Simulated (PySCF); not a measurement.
**UHF on Li (lithium, neutral)**

Configuration: [He] 2s1, 2S determinant. Calculation: PySCF 2.14, in Sapporo-DZP-2012; the spin-free X2C one-electron Hamiltonian (Gaussian nucleus).

```json
{
 "Total energy": "-7.432404 hartree",
 "One-electron energy": "-9.7134 hartree",
 "Hartree (Coulomb) energy": "4.0624 hartree",
 "Exchange energy": "-1.7814 hartree",
 "⟨S²⟩": "0.7500",
 "⟨L²⟩": "0.000",
 "Sum of ⟨r⟩": "5.020 bohr",
 "Sum of ⟨r²⟩": "18.63 bohr²",
 "Langevin diamagnetic susceptibility": "-14.8 ×10⁻⁶ cm³/mol",
 "Time after the integrals": "0.03 s of wall time on 1 thread of Neoverse-V1 (shared host)"
}
```

```csv
shell,electrons,mean orbital energy (hartree),"rms radius, mean of both spins (bohr)"
1s α,1,-2.48648,0.668
1s β,1,-2.46858,0.668
2s α,1,-0.19635,4.21
```
